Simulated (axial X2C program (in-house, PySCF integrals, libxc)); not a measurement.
# AlCo: cheaper levels and CCSD(T), 2c

Computed with an in-house relativistic program for diatomic molecules. Two-component (2c) means X2C with spin–orbit coupling and atomic mean-field two-electron Coulomb and Gaunt terms. Basis: Co dyall-cv3z [9s10p6d3f2g], Al dyall-v3z [8s8p2d1f] (cores contracted in-house); Gaussian nuclei, density fitting, unrestricted open shells. Masses: Co 58.933 u, Al 26.982 u.

State: Ω = 3 (⟨Sz⟩ = 1.00, ⟨Lz⟩ = 2.00 at HF); fragments Co + Al.

| level | Re (Å) | ωe (cm⁻¹) |
| --- | --- | --- |
| PBE0 | 2.417 | 285.0 |
| CCSD | 2.456 | 203.9 |
| r2SCAN0 | 2.407 | 290.3 |

Correlated methods: 12 electrons correlated (number of frozen shells: Co 3 s, 2 p; Al 2 s, 1 p), 222 virtual spin orbitals or spinors in MP2, 90 natural virtuals in coupled cluster.

CCSD(T), same Hamiltonian and basis:

Re = 2.401 Å, ωe = 233.0 cm⁻¹; T1 = 0.106 (Lee–Taylor normalisation).

Give the differences from CCSD(T) in the columns below.



| level | ΔRe (Å) | Δωe (cm⁻¹) |
| --- | --- | --- |
| PBE0 | 0.016 | 52.0 |
| CCSD | 0.055 | -29.1 |
| r2SCAN0 | 0.006 | 57.3 |

One determinant describes the state; a PBE0 search over occupations chose it and may have missed a lower one. De is not given where an atomic determinant may have missed its ground term or J level, or where the truncated virtual space spoils (T). Density functionals use the spin component along the axis (collinear). Coupled cluster ran in a truncated set of natural virtual spinors; the MP2 energy of the rest was added. (T) has no such correction and the atoms are truncated less, which lowers De at CCSD(T) by a hundredth of an eV or more. PBE0 can misorder states that lie within some tenths of an eV, so this need not be the ground state of the molecule. The nearest other spin-free determinant of the search, M_S = 1, Λ = 3, lies 0.26 eV up at the distance of the search. The functionals have no current-density term, which raises determinants with orbital currents, atoms included. With several unpaired electrons one determinant need not be a pure state. A state of lower Ω lies just above, and one determinant can place such states too high, so the state shown need not be the lowest. The search has Ω = 1 only 0.12 eV up. The determinant is spin-polarised beyond a pure state at some levels (its spin-free form has ⟨S²⟩ too high), which makes Re and μ there less reliable. The T1 diagnostic is large, a sign of multireference character. The levels of this run spread widely (ωe from 204 to 290 cm⁻¹), so these constants depend on the method.
